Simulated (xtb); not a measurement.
C$_{2}$H$_{6}$N (SMILES [CH2]CN), doublet, geometry from GFN2-xTB. Base run: GFN2-xTB (xtb 6.7.1).

Here is a job for xtb.
```
$ xtb mol.xyz --gfn 2 --uhf 1 --json

# file mol.xyz
9

C      1.23751548     0.19939039    -0.32137329
C      0.07136146    -0.37561144     0.36478766
N     -1.18022466     0.14452210    -0.15164343
H      2.22429519    -0.11624055    -0.04925947
H      1.10520449     0.90202772    -1.11776832
H      0.18451177    -0.22258751     1.46245244
H      0.04976662    -1.47072103     0.22913017
H     -1.18951019     1.15734169    -0.10872921
H     -1.96595694    -0.20414861     0.38519221
```

The base run was repeated with changes; each row names its change, and settings that it needs were set with it.

| change | ΔE vs base (kcal/mol) | dipole (D) | G_solv (kcal/mol) | SCF cycles |
|---|---|---|---|---|
| base | 0.000 | 1.63 | - | 10 |
| alpb = toluene | -2.57 | 1.67 | -2.58 | 10 |
| etemp = 5000 | -1.77 | 1.79 | - | 10 |
| acc = 0.0001 | 0.000 | 1.63 | - | 15 |
| etemp = 3000 | -0.308 | 1.67 | - | 10 |
| etemp = 10000 | -10.57 | 2.09 | - | 10 |
| file = coord | 0.000 | 1.63 | - | 10 |
| etemp = 1000 | 0.000 | 1.63 | - | 10 |
| gbsa = water | -1.93 | 1.73 | -2.13 | 9 |

ALPB and GBSA are two models with their own fitted parameters for each solvent, which aren't always the measured dielectric constant.
